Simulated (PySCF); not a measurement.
Exercise with solution: oscillator strength and radiative lifetime

Al(F)(OH)(SeH) (AlFH2OSe), SMILES [OH][Al]([F])[SeH].

Geometry: B3LYP-D3(BJ)/def2-SVP. The values are those of a single conformer.

TDA-LC-ωPBE/def2-SVPD (PySCF) puts the first singlet state with f over 0.02 at 5.87 eV (vertical), with the transition dipole (0.000, 0.000, -0.580) in atomic units.

Task: Find the oscillator strength, the wavelength and the radiative lifetime that this transition would have in vacuum if emission retraced absorption.

Result: 
|μ|² = 0.3364 au, so |μ| = 1.47 D. ΔE = 5.87/27.211 = 0.2157 hartree. f = (2/3) ΔE |μ|² = 0.048 (the program prints 0.048).
λ = 1239.84/5.87 = 211 nm; ν = 47345 cm⁻¹.
Einstein's coefficient A = 0.6670 ν² f s⁻¹ (ν in cm⁻¹) = 7.2e7 s⁻¹, so τ = 1/A = 14 ns. This state is S1. The figure is the radiative limit of this one transition; relaxation, internal conversion, crossing to triplets and a medium change what is measured.
